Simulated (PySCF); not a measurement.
Isomers of CH4N2Si. Isolated molecules, 0 K electronic values unless said otherwise. One relaxed conformer stands for each flexible species; it need not be the lowest. Strings in code marks are SMILES.

Computed with PBE-D3(BJ)/def2-TZVP // B3LYP-D3(BJ)/def2-TZVP in PySCF. Delta-SCF ions had no search for a lower state. 

| species | LUMO (eV) | S1 oscillator strength | vertical ionisation energy (Delta-SCF) (eV) |
|---|---|---|---|
| `N=C=[SiH]N` | -2.30 | 0.003 | 7.62 |
| `[H]/N=C\[SiH]=N\[H]` (N–C–Si–N torsion 0°) | -3.36 | 0.000 | – |
| `[SiH3]NC#N` | -1.35 | 0.000 | 9.84 |
| `N#C[SiH2]N` | -1.67 | 0.037 | 10.32 |
| `N=C=N[SiH3]` | -0.80 | 0.001 | 9.67 |
| `[H]/N=[SiH]/N=C` (C–N–Si–N torsion 59°) | -2.80 | 0.000 | 8.94 |
| `[H]/N=C\N=[SiH2]` (N–C–N–Si torsion 87°) | -3.08 | 0.003 | 8.94 |
